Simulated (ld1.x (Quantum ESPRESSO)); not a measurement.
## bromine: one change to a TM potential, before and after

ld1.x (Quantum ESPRESSO) 7.5 input, shortened:

```
&input
   title='Br', zed=35., rel=1, dft='PBE', iswitch=3,
   config='[Ar] 3d10 4s2 4p3 4d-2'
 /
 &inputp
   pseudotype=2, tm=.true., lloc=0,
   nlcc=.true.
 /
3
4P  2  1   3.00   0.00  1.35  1.35  0.0
4D  3  2  -2.00  -0.05  1.20  1.20  0.0
4S  1  0   2.00   0.00  1.35  1.35  0.0
 &test
   configts(1)='4s2 4p3'
 /
```

Change: local potential all-electron potential smoothed inside 0.90 bohr (lloc = -2).

Cutoffs: the cutoffs (Ry, on a coarse ladder) from which the occupation-weighted sum of valence levels, in a spherical-Bessel basis at the reference potential, stays within 10 and 1 mRy of its value at 400 Ry; they do not see the model core or the augmentation charge, which bear on the density cutoff. Errors are all-electron minus pseudo energies relative to the spin-unpolarised reference configuration.

Q: Predict the effect on cutoff, ghosts and configuration errors.

A: The potential gets neither clearly harder nor softer (55 Ry and 110 Ry → 55 Ry and 100 Ry); the bound ghosts move from d, p to d, s; the number of tests that count goes from 7 to 1; the range in which the p phases agree narrows (upper end at the end of the scan → 0.1). In the separable form a ghost depends on how the local part lies against the semilocal potential of the channel, so the choice of the local part can create or remove one.

```csv
quantity,base,changed
"cutoff, loose",55 Ry,55 Ry
"cutoff, tight",110 Ry,100 Ry
loose cutoff by channel (10 mRy a level),"p 40 Ry, s 40 Ry","s 25 Ry, p 21 Ry"
bound ghosts,"p, d","d, s"
"tests counted (converged, no solver errors)",7 of 7,1 of 7
"error for 4s1 4p5, meV [ΔE -9.76 eV]",+0.4,+0.3
s: phases at 1.49 bohr within 0.05 rad from the reference energy up to (Ry; the scan ends near 5),to the end of the scan,to the end of the scan
p: phases at 1.49 bohr within 0.05 rad from the reference energy up to (Ry; the scan ends near 5),to the end of the scan,0.1
d: phases at 1.49 bohr within 0.05 rad from the reference energy up to (Ry; the scan ends near 5),1.3,1.0
```

Changed file: Tests not counted: 4s2 4p5 (solver errors, printed error -309 eV); 4s2 4p4 (solver errors, printed error -24.9 eV); 4s2 4p2 (solver errors, printed error -28.0 eV); 4s2 4p1 (solver errors, printed error -29.4 eV); 4s2 4p4.5 (solver errors, printed error -307 eV); 4s1 4p6 (solver errors, printed error +3.5 eV). A true bound ghost makes a file unfit for plane-wave use even where its test errors are small: the radial tests pick states by their node count and pass the ghost by. Where a test does run into it, the solver fails or the error is huge.
